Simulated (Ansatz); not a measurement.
OSi, charge +1, doublet, at a GFN2-xTB geometry (a state made from the parent by changing its charge; the spin is typed, not shown lowest); R2SCAN/def2-SVP (Ansatz, a program for electronic structure).

The Ansatz input:
Ansatz 0.2 input:
```yaml
crystal:
  periodic: [false, false, false]
  atoms:
    - {symbol: Si, position_ang: [-0.00000000, -0.00000000, -0.54024550]}
    - {symbol: O, position_ang: [0.00000000, 0.00000000, 0.94542963]}
basis:
  gaussian:
    orbitals: def2-SVP
hamiltonian:
  xc: r2scan
total_charge: 1
magnetization: {spin_polarized: true, initial_magnetization: 1}
accuracy: high
```

What the program printed (banner, timings and long lists left out):

```
Functional definition: r2SCAN
513 factors; integrals over basis functions are off by at most 3.8e-9 eV
mean field evaluation 1: about -9878.1193 eV, gradient 8.0e1 eV
mean field evaluation 2: about -9671.4294 eV, gradient 1.4e2 eV
mean field evaluation 4: about -9903.3553 eV, gradient 2.8e1 eV
mean field evaluation 8: about -9907.1069 eV, gradient 1.4e-1 eV
mean field evaluation 16: about -9907.1062 eV, gradient 2.2e-5 eV
mean field evaluation 32: about -9906.1699 eV, gradient 1.2e0 eV
mean field -9907.10620869 eV, -364.0794378917 hartree, gradient 6.7e-8 eV, S^2 0.758842; 4 other end points of the search recorded, 0 dependent functions left out
reference -9907.10621025 eV, -364.0794379489 hartree; 11, 10 occupied and 21, 22 virtual orbitals, 513 factors
Total energy: -9907.10621025 eV, -364.0794379489 hartree
```
